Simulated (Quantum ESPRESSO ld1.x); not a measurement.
Problem. Cl+, 16 electrons, occupied as [He] 2s2 2p5 3s2 3p4 4p1 (not the ground configuration). Method: Dirac Kohn-Sham, relativistic LDA (MacDonald-Vosko exchange, VWN5 correlation), spin-unpolarised, spherical densities, point nucleus; open shells fill j = l - 1/2 first; computed with ld1.x of Quantum ESPRESSO 7.5. Some entries of the table are withheld. Estimate them.

orbital  occ.  eigenvalue (hartree)  <1/r> (bohr^-1)  <r> (bohr)
1s1/2       2              -102.824            16.62     0.09126
2s1/2       2              -10.8829            3.375      0.4367
2p1/2       2              -8.81054            3.303      0.3933
2p3/2       3              -8.74444            3.278      0.3955
3s1/2       2              -1.54985            1.015         (1)
3p1/2       2              -1.05677           0.9098       1.504
3p3/2       2              -1.04967           0.9050       1.510
3d3/2       0                   (2)           0.6332       2.071
3d5/2       0                   (3)           0.6325       2.073
4s1/2       0              -0.31912           0.3324       3.969
4p1/2       1              -0.22652           0.2770       4.717
4p3/2       0              -0.22575           0.2761       4.730

Solution. 
(1) 3s1/2 <r> (bohr): 1.378
(2) 3d3/2 eigenvalue (hartree): -0.35858
(3) 3d5/2 eigenvalue (hartree): -0.35815
